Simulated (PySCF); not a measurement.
Job file and geometry (Å, from GFN2-xTB) of an NMR shielding run on `NC[CH2][AlH2-][NH3+]`, C2H11AlN2, GIAO PBE0/pcSseg-1 NMR shielding, non-relativistic, gas phase (PySCF 2.14.0, density-fitted response routines); density fitting, a coarse starting grid and PySCF grid level 2 are the driver's defaults:

```
$ OMP_NUM_THREADS=1 python probes_run.py task.json out

{"job": {"kind": "nmr", "xc": "PBE0", "basis": "pcSseg-1"}, "charge": 0, "multiplicity": 1}
N     -1.584482    -0.584264     0.674400
C     -1.712394     0.242985    -0.533230
C     -0.343849     0.120111    -1.206964
Al     0.470546    -0.121458     0.662816
N      2.457764     0.310063     0.249592
H     -2.344174    -0.442734     1.335260
H     -1.592478    -1.564022     0.399148
H     -2.573308    -0.057836    -1.149220
H     -1.870709     1.272982    -0.206937
H     -0.199567     0.955661    -1.899540
H     -0.353278    -0.780115    -1.838649
H      0.351244     1.107765     1.644054
H      0.884748    -1.558911     1.185562
H      2.884118    -0.370010    -0.371775
H      2.620912     1.243146    -0.115825
H      2.897307     0.235581     1.159896
```

Question: Write the output of this run.

Answer: 
```
coarse grid: 12744 points
cycle   1  E = -434.3103638508  dE =  2.705e-01  |g| = 5.117e-01  |ddm| = 3.281e+00
cycle   2  E = -434.2956762929  dE =  1.469e-02  |g| = 5.869e-01  |ddm| = 1.120e+00
cycle   3  E = -434.3820701694  dE = -8.639e-02  |g| = 5.303e-02  |ddm| = 6.311e-01
cycle   4  E = -434.3827885451  dE = -7.184e-04  |g| = 1.139e-02  |ddm| = 6.342e-02
cycle   5  E = -434.3828128850  dE = -2.434e-05  |g| = 6.110e-03  |ddm| = 1.567e-02
cycle   6  E = -434.3828202778  dE = -7.393e-06  |g| = 1.255e-03  |ddm| = 5.051e-03
final grid: 115384 points
cycle   7  E = -434.4044880494  dE = -3.184e-05  |g| = 8.348e-03  |ddm| = 2.303e-02
cycle   8  E = -434.4044788093  dE =  9.240e-06  |g| = 1.062e-02  |ddm| = 1.532e-02
cycle   9  E = -434.4045042617  dE = -2.545e-05  |g| = 2.814e-04  |ddm| = 8.365e-03
cycle  10  E = -434.4045042733  dE = -1.161e-08  |g| = 1.472e-04  |ddm| = 3.266e-04
cycle  11  E = -434.4045042775  dE = -4.255e-09  |g| = 4.797e-05  |ddm| = 1.316e-04
cycle  12  E = -434.4045042780  dE = -4.616e-10  |g| = 7.906e-06  |ddm| = 4.063e-05
converged SCF energy = -434.4045042780

GIAO shielding tensors (ppm)
atom      isotropic    diamagn.    paramagn.     s11        s22        s33       span
  0 N      201.964     320.735    -118.771    180.109    206.453    219.331     39.222
  1 C      142.956     247.242    -104.286    121.779    144.441    162.648     40.869
  2 C      173.446     249.728     -76.282    147.349    174.920    198.070     50.720
  3 Al     482.734     793.005    -310.272    401.100    511.613    535.488    134.387
  4 N      221.419     316.639     -95.220    215.786    222.697    225.775      9.989
  5 H       29.865      30.935      -1.070     23.343     25.954     40.296     16.953
  6 H       30.169      32.265      -2.096     25.526     27.588     37.391     11.865
  7 H       28.103      29.001      -0.898     22.683     26.772     34.854     12.171
  8 H       28.784      30.719      -1.935     25.139     27.438     33.776      8.637
  9 H       31.341      31.715      -0.375     27.371     28.742     37.909     10.538
 10 H       31.032      31.860      -0.828     27.606     29.435     36.055      8.450
 11 H       27.901      30.686      -2.785     23.874     27.897     31.931      8.057
 12 H       27.664      30.758      -3.094     23.294     27.868     31.832      8.539
 13 H       30.028      29.559       0.470     24.773     26.467     38.845     14.071
 14 H       30.005      29.639       0.366     24.725     26.434     38.858     14.133
 15 H       29.957      28.836       1.120     24.501     26.202     39.167     14.667
```

Size and cost of the density-fitted run: 147 basis functions, 17 s wall time on 1 thread of an Arm Neoverse V1, shared host; peak memory 0.71 GiB.
